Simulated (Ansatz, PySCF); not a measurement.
C4H11FInN, singlet, at a GFN2-xTB geometry (such geometries of metal compounds can be far from the true shape) (all electrons, no relativity), with bond 15-11 at 1.8 times its length. Base run: CASSCF(6,4)/STO-3G (PySCF).

The PySCF input:
```python
from pyscf import gto, scf, mcscf
import numpy

mol = gto.Mole()
mol.atom = '''
    In    0.004370   -0.087374   -0.209440
    F    -1.385081   -0.957278    0.990208
    C     0.365804   -1.396647   -2.097851
    C    -0.124675   -2.789949   -1.805843
    H     1.433417   -1.345032   -2.297970
    H    -0.194340   -0.908024   -2.892168
    H    -1.165514   -2.772755   -1.482379
    H     0.468252   -3.257986   -1.019978
    H    -0.057381   -3.410272   -2.702565
    N     0.652198    1.779563    0.846425
    C     1.164326    1.418581    2.144871
    C    -0.477004    2.666878    0.979156
    H     1.512574    2.323315    2.655298
    H     0.409545    0.939247    2.787989
    H     2.687184    0.190121    1.920567
    H    -1.291784    2.240716    1.585363
    H    -0.147540    3.591794    1.465606
    H    -0.862067    2.909612   -0.015745
'''
mol.basis = 'sto-3g'
mol.charge = 0
mol.spin = 0
mol.verbose = 4
mol.build()

mf = scf.RHF(mol)
mf.kernel()
mc = mcscf.CASSCF(mf, 4, 6)
mc.fix_spin_(ss=0.0)
mc.kernel()
occ = numpy.linalg.eigvalsh(mc.fcisolver.make_rdm1(mc.ci, mc.ncas, mc.nelecas))[::-1]
ss = mc.fcisolver.spin_square(mc.ci, mc.ncas, mc.nelecas)[0]
print('natural occupations', occ.round(4), ' <S^2>', round(ss, 4))
```

Programs used: Ansatz (a quantum-chemistry and plane-wave program), PySCF; a row that names a program was run with it.

Each row names what was changed in the base input (with any setting that the change needs).

```
change                                                ΔE vs base (mEh)                      natural occupations  <S^2> of the state
----------------------------------------------------  ----------------  ---------------------------------------  ------------------
base                                                             0.000                      2.00 2.00 1.72 0.28                0.00
start = MP2 natural orbitals                                    -0.041                      2.00 2.00 1.72 0.28                0.00
solver = newton                                                  0.002                      2.00 2.00 1.72 0.28                0.00
orbitals = fixed (CASCI); correction = SC-NEVPT2                -263.2                      2.00 2.00 2.00 0.00                0.00
code = ansatz; correction = SC-NEVPT2, all electrons            -296.5                                        -                   -
active space = 8 electrons, 7 orbitals                         -41.515       2.00 1.96 1.95 1.72 0.28 0.06 0.03                0.00
conv_tol = 1e-5                                                  0.256                      2.00 2.00 1.72 0.28                0.00
code = ansatz                                                   -0.009                                        -                   -
correction = SC-NEVPT2                                          -296.1                      2.00 2.00 1.72 0.28                0.00
active space = 2 electrons, 4 orbitals                          68.352                      1.96 0.04 0.00 0.00                0.00
active space = 6 electrons, 8 orbitals                         -37.241  1.96 1.95 1.72 0.28 0.06 0.03 0.00 0.00                0.00
```

Active orbitals are taken around the Fermi level unless the row says otherwise; CASSCF can end in different local minima, and two programs can end on different orbitals. State-averaged rows give the lowest state.

Ansatz warned in this series: the state or the total is in doubt.
